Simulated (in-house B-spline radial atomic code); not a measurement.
Zn²⁺. Computed with a B-spline radial atomic code. Model: non-relativistic spherical atom: semilocal Troullier-Martins pseudo-atom, one channel per l, against all electrons, high spin, G0W0 and RPA with empty states to l = 8, local potential for every l without a channel, a model core (radius 0 = none) keeps its share of the functional.

What the tables leave out is listed at the end.

The pseudopotential gives back the lowest level of each angular momentum of its own functional in the configuration it was made in; a second state of the same l is only approximately right. Exact exchange, RPA and GW see the smooth pseudo-orbitals and miss the exchange with the core, for which the functional's share stands in. The column with an uncorrelated core keeps all orbitals and exact exchange, and so separates missing core correlation from pseudisation. Only the three outermost levels and the lowest empty one were computed. RPA here is direct RPA, with no exchange kernel, and its energies carry an (l + 1/2)⁻⁴ tail. A hybrid on a potential with a model core restores only its own semilocal share of the core's exchange.

Command:
```bash
python run_psgw.py task.json out
```
Settings (lengths in bohr, energies in hartree):
```
Z                      30
electrons              28
configuration          [Ar] 3d10
generated_in           [Ar] 3d10
functional             pbe,pbe
core_shells            4
radius_factor          0.8
core_correction        False
```

Cost of the run: 14 s on 1 thread of Intel(R) Xeon(R) Platinum 8488C (Sapphire Rapids), with other jobs on the host.

Given: made with PBE; model core radius 0 bohr; local radius 0.637 bohr; mean-field start PBE.

Valence shells of the generating configuration: 3p, 3d.

Channel: s 1.545, p 0.477, d 1.349 (radii in bohr).

Computed: largest level miss in the spin-unpolarised generating configuration 0.001 eV; valence RPA correlation energy all-electron orbitals -1.1776 hartree; valence RPA correlation energy pseudo -1.3302 hartree; pseudo-atom RPA polarisability 2.6979 bohr³.

```csv
level,occupied,mean-field all-electron (eV),mean-field pseudo minus all (eV),G0W0 all-electron (eV),G0W0 uncorrelated core minus all (eV),G0W0 pseudo minus all (eV),exchange self-energy all-electron (eV),exchange self-energy pseudo (eV)
3d,1,-31.081,0,-39.994,0.087,2.008,-52.429,-45.43
4s (empty),0,-22.591,0,-17.922,-0.077,-1.206,-3.732,-3.9508
```

What is the all-electron RPA polarisability, core included?

2.6435 bohr³.

Given: mean-field start PBE0.

Computed: valence RPA correlation energy all-electron orbitals -1.1289 hartree; valence RPA correlation energy pseudo -1.2858 hartree; all-electron RPA polarisability, core included 2.2237 bohr³.

```
     level  occupied  mean-field all-electron (eV)  mean-field pseudo minus all (eV)  G0W0 all-electron (eV)  G0W0 uncorrelated core minus all (eV)  G0W0 pseudo minus all (eV)  exchange self-energy all-electron (eV)  exchange self-energy pseudo (eV)
        3d         1                       -33.954                             0.191                 -40.206                                  0.103                       1.521                                 -52.669                           -45.547
4s (empty)         0                       -21.013                            -0.448                 -17.752                                 -0.069                      -1.224                                 -3.4159                           -4.0021
```

What is the pseudo-atom RPA polarisability?

2.3189 bohr³.

Given: mean-field start Hartree-Fock.

Computed: valence RPA correlation energy all-electron orbitals -1.0136 hartree; valence RPA correlation energy pseudo -1.1762 hartree; all-electron RPA polarisability, core included 1.5582 bohr³.

| level | occupied | mean-field all-electron (eV) | mean-field pseudo minus all (eV) | G0W0 all-electron (eV) | G0W0 uncorrelated core minus all (eV) | G0W0 pseudo minus all (eV) | exchange self-energy all-electron (eV) | exchange self-energy pseudo (eV) |
| --- | --- | --- | --- | --- | --- | --- | --- | --- |
| 3d | 1 | -41.74 | 0.857 | -40.264 | 0.097 | 0.719 | -53.115 | -45.711 |
| 4s (empty) | 0 | -16.474 | -1.431 | -17.355 | -0.043 | -1.319 | -2.4101 | -3.9348 |

What is the pseudo-atom RPA polarisability?

1.7094 bohr³.

Among the listed levels the largest G0W0 shift of the pseudo-atom is +2.01 eV, for 3d on the PBE start, while leaving the core uncorrelated moves that level by +0.09 eV. So pseudisation and the lost core exchange, not the missing core correlation, make the error. Not in the tables (levels of low weight, unsolved or above zero; the highest and the empty levels are kept at any weight): on PBE the G0W0 levels 3p (pseudo minus all +4.39 eV, weights 0.11 and 0.54); on PBE0 the G0W0 levels 3p (pseudo minus all +5.42 eV, weights 0.52 and 0.56); on Hartree-Fock the G0W0 levels 3p (pseudo minus all +2.64 eV, weights 0.77 and 0.76).
